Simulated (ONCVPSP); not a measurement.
# Cu (Z = 29): ONCV pseudisation with PBE, non-relativistic reference atom.

```
Element                 : Cu (Z = 29)
Generator               : ONCVPSP 4.0.1
Type                    : optimised norm-conserving Vanderbilt (ONCV)
Functional              : PBE
Relativity              : non-relativistic
Frozen core             : [Ne]
Valence charge          : 19
Reference configuration : 3s2 3p6 3d10 4s0.5 (charge +0.5)
Partial waves           : 3s+4s: rc 1.90 bohr, ncon 4, nbas 8, qcut 7 1/bohr, 2 projectors; 3p: rc 0.70 bohr, ncon 4, nbas 7, qcut 13.3 1/bohr, 1 projector; 3d: rc 1.20 bohr, ncon 4, nbas 9, qcut 13.3 1/bohr, 2 projectors, debl 0.6 Ha
Local potential         : polynomial inside 0.50 bohr (lpopt 4, dvloc0 6 Ha)
Core correction         : none
```

- Cutoffs needed: 84 Ha and 243 Ha (the cutoffs (Ha) at which the residual kinetic energy of the hardest occupied pseudo-wave falls to 1 and 0.1 mHa per electron)
- Ghost test: no bound ghost flagged; no localised positive-energy state flagged
- Largest excitation error: +37 meV (all-electron minus pseudo) for 3s2 3p6 3d8 4s0, out of 4 test configurations
